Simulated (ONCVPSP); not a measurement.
An all-electron radial function and its pseudo partner (copper)

Columns: radius, all-electron u(r) and pseudo u(r) of the 3s shell (level -114.70 eV) of copper in the configuration [Ne] 3s2 3p6 3d10 4s1; PW91, scalar-relativistic, ONCV scheme, ONCVPSP 4.0.1.

```
r (bohr)  all-electron  pseudo
   0.068       -0.0048  0.1123
   0.135       -0.6530  0.2403
   0.202       -0.6005  0.3958
   0.270       -0.1430  0.5802
   0.338        0.3892  0.7780
   0.405        0.8220  0.9644
   0.473        1.1177  1.1216
   0.540        1.2735  1.2266
   0.608        1.3233  1.2739
   0.675        1.2966  1.2632
   0.742        1.2223  1.2056
   0.810        1.1195  1.1136
   0.878        1.0044  1.0031
   0.945        0.8891  0.8889
   1.013        0.7764  0.7763
   1.080        0.6732  0.6731
   1.148        0.5782  0.5781
   1.215        0.4949  0.4948
   1.283        0.4205  0.4204
   1.350        0.3567  0.3567
   1.418        0.3009  0.3008
   1.485        0.2537  0.2537
   1.553        0.2129  0.2128
   1.620        0.1787  0.1787
   1.688        0.1494  0.1493
   1.755        0.1250  0.1250
```

Q: How many radial nodes do the two functions have?

A: The all-electron 3s function has n − l − 1 = 2 (the table is too coarse to show those close to the nucleus); the pseudo-wave has 0, since the states of the same l below it are removed with the core.

Q: At about which radius was the pseudo-wave matched?

A: 1.00 bohr, where the columns begin to agree (steps of 0.07 bohr).

Q: Is the pseudo-wave norm-conserving?

A: Yes: the ONCV scheme keeps the norm inside the radius equal to the all-electron one, which fixes the energy derivative of the logarithmic derivative at the level.
